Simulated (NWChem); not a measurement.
# ClFGe in NWChem

```xyz
3

Ge    -0.5848    -0.3018     0.0000
F      0.6007    -1.5890     0.0000
Cl     0.7827     1.4093     0.0000
```
Charge 0, spin multiplicity 1.

Everything below was run with NWChem. Structure: optimised with PBE0/def2-SVP, a minimum by its harmonic frequencies.

Symmetry labels belong to the abelian group Cs used in the runs, with the axes of the coordinates shown.

The Hamiltonian is non-relativistic. The structure started from a generated list of species.

**Question.** List the lowest 3 singlet excitations that CIS/def2-SVPD gives, with oscillator strengths.

**Answer.** 
```csv
state,symmetry,energy (eV),wavelength (nm),f
1,a",5.06,245,0.117
2,a",6.91,179,0.001
3,a',7.30,170,0.015
```
